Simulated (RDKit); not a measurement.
Job for RDKit: UFF on C4H8O (a complex), monomers drawn apart or pushed together.

```python
from rdkit import Chem
from rdkit.Chem import AllChem, rdDetermineBonds

blocks = [
'''4

C     0.53634921    0.04168888   -0.21938464
C     0.05303610    0.00578378    0.87660521
H     0.96403451    0.07326800   -1.19150030
H    -0.37419022   -0.02476966    1.85746947
''',
'''9

C    -0.52653036    1.38348481    4.67351632
O    -0.80380734    0.06080766    4.25782776
C     0.05413538   -0.88916452    4.85835218
H     0.49716380    1.67730713    4.41038059
H    -0.65618048    1.49215168    5.75706338
H    -1.22896853    2.03900471    4.16174570
H     1.10344464   -0.69534634    4.60356493
H    -0.23023658   -1.86924355    4.47938386
H    -0.05011481   -0.88081138    5.95002445
''',
]
mol = None
for b in blocks:
    f = Chem.MolFromXYZBlock(b)
    rdDetermineBonds.DetermineBonds(f, charge=0)
    mol = f if mol is None else Chem.CombineMols(mol, f)
Chem.SanitizeMol(mol)
print(Chem.MolToSmiles(Chem.RemoveHs(mol)))
ff = AllChem.UFFGetMoleculeForceField(mol, vdwThresh=100.0, ignoreInterfragInteractions=False)
e = ff.CalcEnergy()
print(f'UFF energy {e:.6f} kcal/mol')
```

Output:

```
C#C.COC
UFF energy 6.449065 kcal/mol
```

The run finished.

Cost: roughly 0.04 core-seconds.
